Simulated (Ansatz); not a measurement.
Reaction (formal exchange of groups at a C–C bond): `[CH3][AlH][CH2]CCl` + `[NH2][GeH2][OH]` → `[NH2][GeH]([OH])[CH2]Cl` + `[CH3][AlH][CH3]`

Computed with Ansatz on PBE0-D4/def2-TZVP structures; ΔE is electronic, products minus reactants. CCSD(T)/CBS is the MP2 limit (def2-TZVPP, def2-QZVPP) plus CCSD(T) − MP2 in def2-TZVPP, frozen cores. Functionals use def2-TZVPP. For Ge outer-core shells are correlated without core-valence functions, which leaves a few kJ/mol of doubt a bond. Scalar relativity is left out up to krypton. Each species was taken in one conformer, which may not be the lowest.

```
             level  ΔE (kJ/mol)  difference from CCSD(T)/CBS
           PBE0-D4        -35.7                          4.0
           ωB97X-V        -37.1                          2.6
           ωB97M-V        -38.9                          0.8
            r2SCAN        -36.9                          2.8
              PBE0        -34.9                          4.8
     HF/def2-TZVPP        -34.1                          5.6
SCS-MP2/def2-TZVPP        -39.5                          0.2
   CCSD/def2-TZVPP        -40.2                         -0.5
     HF/def2-QZVPP        -32.7                          7.0
    MP2/def2-QZVPP        -41.0                         -1.3
       CCSD(T)/CBS        -39.7                            0
```

Largest T1 diagnostic among the species: 0.011.

In def2-TZVPP, CCSD(T) changes the Hartree–Fock value by −6.5 kJ/mol (the triples alone add −0.3 kJ/mol) and MP2 by −7.9 kJ/mol.
